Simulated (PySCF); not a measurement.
Compound: N-isopropylethylenediamine, C5H14N2.
Z-matrix (Å and degrees, GFN2-xTB geometry), rows numbered from 1:
```
C 
C   1  1.5279
C   2  1.5345  1  110.40
N   2  1.4526  1  108.17  3  -125.51
C   4  1.4492  2  116.34  1  -168.66
C   5  1.5369  4  109.18  2   171.46
N   6  1.4498  5  114.05  4   -57.19
H   1  1.0866  2  109.94  3   179.47
H   1  1.0866  2  110.46  3   -60.20
H   1  1.0880  2  110.36  3    59.85
H   2  1.0975  1  108.74  3   119.14
H   3  1.0890  2  110.29  1   -61.49
H   3  1.0877  2  110.82  1   178.17
H   3  1.0869  2  110.21  1    58.41
H   4  1.0165  2  109.71  1    66.00
H   5  1.1035  4  113.85  2   -66.57
H   5  1.0959  4  107.49  2    52.89
H   6  1.0931  5  109.31  4  -178.84
H   6  1.0943  5  109.19  4    63.04
H   7  1.0157  6  109.61  5   -61.59
H   7  1.0158  6  108.44  5    54.68
```

The calculation used PBE0/def2-SVPD in PySCF (dipole) on a GFN2-xTB geometry, gas phase.

Masses are those of the commonest isotopes; rigid-rotor values at the optimised geometry. The values belong to one conformer with, in the numbering `[CH3:1][CH:2]([CH3:3])[NH:4][CH2:5][CH2:6][NH2:7]`, C1–C2–N4–C5 -169°, C2–N4–C5–C6 171°, N4–C5–C6–N7 -57°, C5–C6–N7–H -62° and 55°.

What are A, B and C (GHz)?

Ia = 100.37, Ib = 395.41, Ic = 464.40 u·Å²; 505379 MHz·u·Å²/I gives 5035, 1278 and 1088 MHz, that is A = 5.0351, B = 1.2781, C = 1.0882 GHz.

Classify the top.

A near-prolate asymmetric top; Ray's κ = -0.904.

What does the inertial defect say?

Not planar: Δ = Ic − Ia − Ib = -31.38 u·Å². For a rigid frame Δ = −2 Σ m c², so Σ m c² = 15.69 u·Å² lies off the ab plane: 11.72 from hydrogen and 3.97 from heavier atoms. The atom farthest from that plane is 1.42 Å away.

Give the coordinates in the principal-axis frame, origin at the centre of mass.

The sense of each axis is arbitrary; atoms in the order of the calculation.
```csv
atom,mass (u),a (Å),b (Å),c (Å)
C1,12.000,-2.169,-1.364,-0.084
C2,12.000,-1.428,-0.093,0.328
C3,12.000,-2.227,1.150,-0.088
N4,14.003,-0.087,-0.150,-0.228
C5,12.000,0.853,0.840,0.259
C6,12.000,2.258,0.502,-0.265
N7,14.003,2.721,-0.823,0.097
H8,1.008,-1.592,-2.239,0.205
H9,1.008,-3.143,-1.408,0.395
H10,1.008,-2.311,-1.387,-1.162
H11,1.008,-1.315,-0.089,1.420
H12,1.008,-2.345,1.178,-1.170
H13,1.008,-1.721,2.059,0.231
H14,1.008,-3.213,1.132,0.368
H15,1.008,-0.134,-0.110,-1.242
H16,1.008,0.602,1.875,-0.031
H17,1.008,0.850,0.787,1.354
H18,1.008,2.972,1.236,0.118
H19,1.008,2.258,0.564,-1.357
H20,1.008,2.776,-0.901,1.108
H21,1.008,2.029,-1.500,-0.212
```

Where do the levels up to J = 3 lie, in MHz?

Above 0(0,0):
J = 1: 1(0,1) 2366, 1(1,1) 6123, 1(1,0) 6313
J = 2: 2(0,2) 7092, 2(1,2) 10666, 2(1,1) 11236, 2(2,1) 22507, 2(2,0) 22514
J = 3: 3(0,3) 14163, 3(1,3) 17476, 3(1,2) 18615, 3(2,2) 29606, 3(2,1) 29641, 3(3,1) 48870, 3(3,0) 48870

Which types of transition are allowed, and where do some lines up to J = 3 fall?

The dipole components are |μa| = 1.77 D, |μb| = 0.98 D, |μc| = 0.36 D. The squared components, which scale the intensities, stand as 1.00 : 0.31 : 0.04 (a : b : c). Some of the stronger lines:

```
type  branch         J(Ka,Kc)    MHz  lower level (cm⁻¹)
   b       R  3(0,3) ← 2(1,2)   3497               0.356
   b       Q  2(1,1) ← 2(0,2)   4144               0.237
   b       Q  3(1,2) ← 3(0,3)   4452               0.472
   a       R  2(0,2) ← 1(0,1)   4726               0.079
   b       R  1(1,1) ← 0(0,0)   6123               0.000
   a       R  3(1,3) ← 2(1,2)   6810               0.356
   a       R  3(0,3) ← 2(0,2)   7071               0.237
   b       R  2(1,2) ← 1(0,1)   8300               0.079
   b       Q  3(3,1) ← 3(2,2)  19264               0.988
   b       R  3(3,1) ← 2(2,0)  26356               0.751
```

Not checked by GFN2-xTB frequencies. Zero-point vibration and centrifugal distortion are left out. A rigid rotor knows nothing of inversion at nitrogen or internal rotation, which can split or shift real lines. Quadrupole hyperfine structure (14N) is left out.

Time: 54 s wall; peak memory 0.95 GiB. Hardware: Intel Xeon Platinum 8259CL at 2.50 GHz, one thread, shared host. This is the PBE0/def2-SVPD job that gave the dipole, with the excitations it also computed.
